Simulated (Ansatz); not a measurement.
C2H5F3Ge, SMILES `C[CH2][Ge]([F])([F])[F]`. The species carries charge 0 and has multiplicity 1. The geometry is a stationary point of PBE0-D4/def2-TZVP. It is one conformer, not always the lowest.

```xyz
11

C     0.188   -1.316    0.618
C     0.704    0.080    0.290
Ge   -0.564    1.122   -0.711
F    -0.988    0.406   -2.212
F    -0.019    2.702   -1.097
F    -2.053    1.341    0.113
H     0.937   -1.871    1.186
H    -0.032   -1.886   -0.287
H    -0.723   -1.277    1.218
H     1.618    0.046   -0.309
H     0.931    0.652    1.192
```

(1) What is the dipole moment at B3LYP/def2-TZVPP? (An estimate is asked.)

(2) And with PBE, r2SCAN, ωB97M-V? (An estimate is asked.)

(3) Give the Mulliken charges with B3LYP, r2SCAN, PBE in def2-TZVPP. (Best estimate.)

## Answers

(1) Ansatz gave: 3.95 D, with components (2.48, -2.28, 2.05) D in this frame, pointing from negative to positive charge.

(2) Ansatz gave: PBE 3.80 D, r2SCAN 3.88 D, ωB97M-V 3.90 D.

(3) Ansatz gave: 
```csv
atom,B3LYP,r2SCAN,PBE
C1,-0.27,-0.15,-0.27
C2,-0.27,-0.20,-0.26
Ge3,1.08,1.05,0.95
F4,-0.36,-0.35,-0.32
F5,-0.36,-0.35,-0.31
F6,-0.36,-0.35,-0.32
H7,0.09,0.05,0.09
H8,0.11,0.07,0.11
H9,0.11,0.07,0.11
H10,0.11,0.08,0.11
H11,0.11,0.08,0.11
```

B3LYP here is the variant with VWN-RPA as its local correlation; programs differ in this.
